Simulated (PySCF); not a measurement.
ClFH₄SSi₂, SMILES F[SiH2]S[SiH2]Cl.

Geometry optimised at PBE-D3(BJ)/def2-SVP. The structure was generated by enumeration, and PubChem lists no compound with its InChIKey, so it may never have been made. Other conformers were not sampled.

The numbers are results of TDDFT-PBE/def2-SVPD in PySCF, not measurements.

Vertical excitations. 

```csv
state,energy (eV),λ (nm),f,main pairs
S1,5.67,219,0.045,HOMO→LUMO 97 %
S2,6.10,203,0.001,HOMO→LUMO+1 92 %
S3,6.16,201,0.029,HOMO→LUMO+2 94 %
S4,6.27,198,0.007,HOMO−1→LUMO 92 %
S5,6.50,191,0.010,HOMO−2→LUMO 83 %
S6,6.57,189,0.002,HOMO→LUMO+4 91 %
S7,6.65,186,0.008,HOMO→LUMO+3 68 %
S8,6.81,182,0.012,HOMO−1→LUMO+2 82 %
S9,6.84,181,0.004,"HOMO−1→LUMO+1 72 %, HOMO−3→LUMO 21 %"
S10,6.91,179,0.004,"HOMO−3→LUMO 71 %, HOMO−1→LUMO+1 21 %"
T1,5.24,236,0,HOMO→LUMO 99 %
T2,5.78,214,0,"HOMO→LUMO+2 54 %, HOMO→LUMO+1 44 %"
T3,5.80,214,0,"HOMO→LUMO+1 53 %, HOMO→LUMO+2 45 %"
T4,6.02,206,0,HOMO−1→LUMO 95 %
```
Triplets are in the Tamm–Dancoff approximation, which puts them higher than full response would, so one can lie above its singlet here.
